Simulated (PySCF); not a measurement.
Input file for PySCF: R-B3LYP/6-31G* on FGeH3O (SMILES [OH][GeH2][F]), a point of a torsion scan.

```python
from pyscf import gto, scf, dft, mp
from pyscf.data.elements import chemcore

mol = gto.M(
    atom='''
    O     1.21738082   -0.07647262   -0.47272343
    Ge   -0.40061191    0.04871237    0.08442576
    F    -1.04075835   -1.53914983   -0.17662292
    H     1.96239060    0.08521032    0.10032203
    H    -1.16211096    0.90527902   -0.86604925
    H    -0.51655350    0.26892438    1.56193381
    ''',
    basis='6-31g*',
    cart=True,
    charge=0, spin=0, verbose=3, max_memory=1800)
mf = dft.RKS(mol, xc='b3lyp')
mf.conv_tol = 1e-8
mf.max_cycle = 100
mf.kernel()
if not mf.converged:
    mf = mf.newton().run(mf.mo_coeff, mf.mo_occ)
```

The log:

```
converged SCF energy = -2253.66636607374
```

The calculation finished and met its thresholds.

Cost: roughly 6 core-seconds.
